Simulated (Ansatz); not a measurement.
Cost and result for the atomization energy of `BCB(O)F` (10 atoms, 9 bonds).

Cartesian coordinates in Å:
```
B 0.734 0.719 -0.961
C 0.576 0.246 0.501
B -0.909 -0.282 0.645
O -1.379 -1.413 0.073
F -1.789 0.413 1.357
H 0.896 -0.086 -1.837
H 0.640 1.873 -1.262
H 0.741 1.026 1.245
H 1.217 -0.620 0.700
H -0.728 -1.875 -0.460
```

The species carries charge 0 and has multiplicity 1. Geometry: relaxed with PBE0-D4/def2-TZVP. It is one conformer, not always the lowest. Program: Ansatz. All runs use 2 threads of an INTEL XEON PLATINUM 8581C on a shared host. Times are those of one run each, without the atoms' runs, and a repeat can differ threefold. Electronic energies, without spin–orbit coupling; frozen cores. CCSD(T)/CBS adds CCSD(T) − MP2 in def2-TZVPP to the MP2 limit, and its time is that of the two runs behind it. T1 = 0.013. B3LYP takes the VWN-RPA correlation (the form of Gaussian; ORCA's B3LYP/G).

CCSD(T)/CBS is a level of theory with its own doubt, some kJ/mol a heavy atom from the limit and from the frozen cores, so smaller differences don't rank the functionals.

```json
{"level": "revPBE-D4/def2-TZVPP", "functions": "225", "wall time": "1.5 s", "atomization (kJ/mol)": "4064.9", "difference from CCSD(T)/CBS": "-13.8", "per bond": "-1.5"}
{"level": "BLYP-D4/def2-TZVPP", "functions": "225", "wall time": "1.6 s", "atomization (kJ/mol)": "4089.4", "difference from CCSD(T)/CBS": "10.7", "per bond": "1.2"}
{"level": "PBE0-D4/def2-TZVPP", "functions": "225", "wall time": "2.1 s", "atomization (kJ/mol)": "4104.4", "difference from CCSD(T)/CBS": "25.7", "per bond": "2.9"}
{"level": "BHLYP-D4/def2-TZVPP", "functions": "225", "wall time": "2.2 s", "atomization (kJ/mol)": "3989.0", "difference from CCSD(T)/CBS": "-89.7", "per bond": "-10.0"}
{"level": "B3LYP-D4/def2-TZVPP (with forces)", "functions": "225", "wall time": "3.2 s", "atomization (kJ/mol)": "4096.5", "difference from CCSD(T)/CBS": "17.8", "per bond": "2.0"}
{"level": "CCSD(T)/def2-SVP", "functions": "95", "wall time": "3.7 s", "atomization (kJ/mol)": "3921.3", "difference from CCSD(T)/CBS": "-157.4", "per bond": "-17.5"}
{"level": "PBE-QIDH/def2-TZVPP", "functions": "225", "wall time": "4.4 s", "atomization (kJ/mol)": "4083.1", "difference from CCSD(T)/CBS": "4.4", "per bond": "0.5"}
{"level": "ωB97X-V/def2-TZVPP", "functions": "225", "wall time": "5.5 s", "atomization (kJ/mol)": "4093.1", "difference from CCSD(T)/CBS": "14.4", "per bond": "1.6"}
{"level": "B97M-V/def2-TZVPP", "functions": "225", "wall time": "6 s", "atomization (kJ/mol)": "4112.7", "difference from CCSD(T)/CBS": "34.0", "per bond": "3.8"}
{"level": "ωB97M-V/def2-TZVPP (with forces)", "functions": "225", "wall time": "7.5 s", "atomization (kJ/mol)": "4112.8", "difference from CCSD(T)/CBS": "34.1", "per bond": "3.8"}
{"level": "MP2/def2-QZVPP", "functions": "435", "wall time": "19 s", "atomization (kJ/mol)": "4145.7", "difference from CCSD(T)/CBS": "67.0", "per bond": "7.4"}
{"level": "CCSD(T)/def2-TZVPP", "functions": "225", "wall time": "84 s", "atomization (kJ/mol)": "3990.7", "difference from CCSD(T)/CBS": "-88.0", "per bond": "-9.8"}
{"level": "CCSD(T)/CBS(def2)", "functions": "–", "wall time": "100 s", "atomization (kJ/mol)": "4078.7", "difference from CCSD(T)/CBS": "0.0", "per bond": "0.0"}
```

From BLYP to BHLYP (50 % exact exchange), in def2-TZVPP and without D4, the atomization energy moves by −83.1 kJ/mol: exact exchange takes away binding that semilocal exchange gives to molecules. In def2-TZVPP, CCSD(T) changes the Hartree–Fock value by +851.3 kJ/mol (the triples alone add +51.6 kJ/mol) and MP2 by +954.3 kJ/mol; breaking electron pairs costs correlation energy, which Hartree–Fock lacks. At CCSD(T), def2-SVP lies −157.5 kJ/mol from the extrapolated value and def2-TZVPP −88.1 kJ/mol: correlation converges slowly with the basis, and small sets miss more of it in the bonded molecule than in its fragments.
